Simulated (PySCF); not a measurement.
Predicted microwave data (PBE0/pcSseg-1 in PySCF (dipole) on a GFN2-xTB geometry, gas phase) for one isomer of C5H13NOSi2:

```
Rotational constants : A = 2372, B = 675.4, C = 639.6 MHz
Dipole components    : |μa| = 2.41 D, |μb| = 1.01 D, |μc| = 2.28 D
Inertial defect      : -171.18 u·Å²
κ                    : -0.96
```

Problem. Which structure is it? (One computed conformer of each.)
A. `[CH3:1][C:2](=[O:3])[C@@H:4]1[CH2:5][C@@H:6]1[N:7]([SiH3:8])[SiH3:9]` with C1–C2–C4–C5 -159°, C5–C6–N7–Si8 -147°
B. `[CH2:1]=[CH:2]/[C:3]([CH3:4])=[N:5]/[C@H:6]([SiH3:7])[O:8][SiH3:9]` with C1–C2–C3–C4 7°, C3–N5–C6–Si7 93°, N5–C6–O8–Si9 -80°
C. `[CH3:1][CH2:2][NH:3][C:4](=[O:5])[C@H:6]1[CH2:7][SiH2:8][SiH2:9]1` with C1–C2–N3–C4 -108°, C2–N3–C4–O5 -5°, N3–C4–C6–C7 142°, C4–C6–C7–Si8 75°, C6–C7–Si8–Si9 24°, C7–Si8–Si9–C6 -19°, C4–C6–Si9–Si8 -87°

Solution. C. It is CCNC(=O)[C@H]1C[SiH2][SiH2]1, a near-prolate asymmetric top, point group C1. The candidates at the same level (rigid rotor, commonest isotopes):

| SMILES | A (MHz) | B (MHz) | C (MHz) | μa (D) | μb (D) | μc (D) | Δ (u·Å²) | point group | rotor |
| --- | --- | --- | --- | --- | --- | --- | --- | --- | --- |
| C=C/C(C)=N/[C@H]([SiH3])O[SiH3] | 1389 | 775.3 | 563.2 | 0.29 | 0.71 | 0.51 | -118.37 | C1 | asymmetric top |
| CCNC(=O)[C@H]1C[SiH2][SiH2]1 | 2372 | 675.4 | 639.6 | 2.41 | 1.01 | 2.28 | -171.18 | C1 | near-prolate asymmetric top |
| CC(=O)[C@@H]1C[C@@H]1N([SiH3])[SiH3] | 1527 | 948.1 | 813.4 | 1.42 | 0.33 | 2.45 | -242.74 | C1 | asymmetric top |

`CC(=O)[C@@H]1C[C@@H]1N([SiH3])[SiH3]` has B 40 % too high; `C=C/C(C)=N/[C@H]([SiH3])O[SiH3]` has A 41 % too low. No structure here is proved a minimum.
